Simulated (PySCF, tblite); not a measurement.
Species: C₇H₁₄BN.
Atom-mapped SMILES: `[CH:1]#[C:2][C@@H:3]1[CH2:4][CH2:5][BH2-:6][N+:7]1([CH3:8])[CH3:9]` (hydrogens: H10 on C1; H11 on C3; H12, H13 on C4; H14, H15 on C5; H16, H17 on B6; H18, H19, H20 on C8; H21, H22, H23 on C9)

Structure used (PBE0-D3(BJ)/def2-SVP), in Å, numbered top down from 1:
```
atom  x, y, z in Å
C1     2.7545    2.0549    0.0364
C2     2.0803    1.0673    0.2291
C3     1.2784   -0.1291    0.4567
C4     1.6577   -1.3547   -0.3882
C5     0.4322   -2.2896   -0.3699
B6    -0.7506   -1.4650    0.3922
N7    -0.1882    0.0840    0.2375
C8    -0.4721    0.5940   -1.1142
C9    -0.7622    0.9893    1.2390
H10    3.3624    2.9248   -0.1325
H11    1.3558   -0.4079    1.5202
H12    1.9208   -1.0236   -1.4052
H13    2.5732   -1.7991    0.0304
H14    0.1707   -2.5840   -1.3991
H15    0.6597   -3.2236    0.1651
H16   -0.7628   -1.6539    1.6074
H17   -1.8762   -1.4847   -0.0914
H18   -0.1214   -0.1259   -1.8619
H19   -1.5580    0.6983   -1.2199
H20    0.0212    1.5648   -1.2741
H21   -1.8512    1.0127    1.1065
H22   -0.5415    0.5991    2.2398
H23   -0.3485    2.0039    1.1293
```

Jobs on this species (23 atoms, 68 electrons) with PySCF (density fitting) and tblite. Hardware of each: Arm Neoverse N1, one thread, shared host. Times come from a shared host and carry two figures at best.

| level and settings | work | basis functions | SCF cycles | wall time |
| --- | --- | --- | --- | --- |
| CAM-B3LYP/def2-SVPD | 10 singlets by full TDDFT, 4 Tamm–Dancoff triplets, polarisability, ΔSCF ions, density and orbital grids written | 292 | ? | ? |
| delta-SCF UKS SCAN, pcX-2 on the ionised atom, pcseg-1 elsewhere, spin-free X2C | ΔSCF core ionisation, 9 holes | 227 | 171 | 5.6 min |
| GFN2-xTB | L-BFGS relaxation | – | – | 1.1 s |
| GFN2-xTB | Hessian by finite differences | – | – | 1.7 s |
| WP04/pcSseg-1 | shieldings, ring-centre shieldings | 223 | 16 | 80 s |
| PBE0-D3(BJ)/def2-SVP, grid level 1 | geometry optimisation from a GFN2-xTB start shaken at random | 196 | 51 | 4.6 min |
| PBE0/pcSseg-1 | shieldings, ring-centre shieldings, charges and field gradients, density and orbital grids written | 223 | 14 | 1.8 min |

Task: Fill in the missing figures.

Result: 
- CAM-B3LYP/def2-SVPD; 10 singlets by full TDDFT, 4 Tamm–Dancoff triplets, polarisability, ΔSCF ions, density and orbital grids written: 23 min, 14 SCF cycles

Task: What do all jobs in the table cost together?

Result: About 36 min; the longest takes about 63 % of that, and about 1300 times as long as the shortest.
